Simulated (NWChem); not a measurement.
C₃H₃ClF₂; SMILES F[C@@H]1C[C@@]1(F)Cl

All runs: NWChem. Structure relaxed at the B3LYP/6-31G* (spherical d) level. Total energies of different functionals are on different scales.

```json
[
 {"level": "PBE/def2-TZVP", "energy (Ha)": "-775.5800", "highest occupied level (eV)": "-6.81", "orbital gap (eV)": "5.71", "dipole (D)": "2.13"},
 {"level": "B3LYP/def2-TZVP", "energy (Ha)": "-776.1143", "highest occupied level (eV)": "-8.05", "orbital gap (eV)": "7.78", "dipole (D)": "2.30"},
 {"level": "PW6B95/def2-TZVP", "energy (Ha)": "-776.8145", "highest occupied level (eV)": "-8.40", "orbital gap (eV)": "8.44", "dipole (D)": "2.34"},
 {"level": "BLYP/def2-TZVP", "energy (Ha)": "-776.0309", "highest occupied level (eV)": "-6.72", "orbital gap (eV)": "5.74", "dipole (D)": "2.17"},
 {"level": "LDA (Slater exchange, VWN5)/def2-TZVP", "energy (Ha)": "-772.3074", "highest occupied level (eV)": "-6.98", "orbital gap (eV)": "5.65", "dipole (D)": "2.22"},
 {"level": "CAM-B3LYP/def2-TZVP", "energy (Ha)": "-776.0064", "highest occupied level (eV)": "___", "orbital gap (eV)": "___", "dipole (D)": "2.37"}
]
```

Problem. Some entries are withheld; supply them.

Solution. 
- CAM-B3LYP/def2-TZVP, highest occupied level (eV): -9.71
- CAM-B3LYP/def2-TZVP, orbital gap (eV): 10.87
